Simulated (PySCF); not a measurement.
# NMR problem set

PySCF 2.14.0 with density-fitted response routines calculation with GIAO PBE0/pcSseg-1 shieldings and structure optimised with GFN2-xTB; non-relativistic Hamiltonian, a single conformation, averaged over atoms made equivalent by symmetry, fast rotation or ring inversion, in vacuum.

Chemical shifts δ = σref − σ; ¹H (31.72 ppm), ¹³C (186.93 ppm) against TMS, all at this level. Splittings of carbon signals by F and P are missing where no couplings were computed. Where no couplings were computed, multiplicities follow the n + 1 count of equivalent neighbours, and m marks all less simple cases (inequivalent or close neighbours, rings, F or P nearby). Shifts are as computed. Against solution values, carbons near 30 ppm lie about +3 ppm off and those near 130 ppm about +5 ppm. Of 1211 compounds with measured shifts, 218 miss one by over three times the rms of a fit or turn the order of signals round; such compounds aren't used in these exercises.

Question: C$_{9}$H$_{10}$F$_{2}$. ¹H NMR (300 MHz, computed): δ 7.81 (m, 2H), 7.73 (m, 2H), 7.69 (m, 1H), 1.82 (m, 2H), 1.37 (t, 3H). ¹³C{¹H} NMR (computed): δ 147.3, 134.5, 133.8, 130.4, 129.2, 41.5, 8.6. Give a structure.

Answer: SMILES c1cc(C(CC)(F)F)ccc1. The formula gives 4 degrees of unsaturation (1 ring in the answer). 7 carbon signals for 9 carbons: some carbons are equivalent by symmetry or fast rotation. Carbon types of the structure: 2 × C, 5 × CH, 1 × CH2, 1 × CH3, which accounts for all hydrogens. δC 147.3: substituted aromatic carbon. δC 134.5, 133.8, 130.4: aromatic CH; the aromatic region. δC 129.2: fully substituted sp3 carbon bonded to 2 F, on an aromatic ring; 2 electronegative neighbours deshield it. δC 41.5: sp3 CH2; a saturated carbon with 2 carbon neighbours and no heteroatom attached.

The data come from this structure; uniqueness wasn't tested.

Question: C$_{5}$H$_{9}$P. ¹H NMR (600 MHz, computed): δ 0.81 (m, 4H), 0.57 (m, 2H), 0.29 (m, 2H), -0.85 (m, 1H). ¹³C{¹H} NMR (computed): δ 16.8 (CH), 8.1 (CH2), 5.1 (CH2). Identify the compound.

Answer: SMILES P1(C2CC2)CC1. 3 carbon signals for 5 carbons: some carbons are equivalent by symmetry or fast rotation. Carbon types of the structure: 1 × CH, 4 × CH2, which accounts for all hydrogens. δC 16.8, 8.1, 5.1: three-membered-ring carbon; carbons of three-membered rings are unusually shielded. δH 0.81, 0.57, 0.29, -0.85: hydrogen on a three-membered-ring carbon; cyclopropane-type protons are shielded by the ring.

The shifts were computed for this structure.
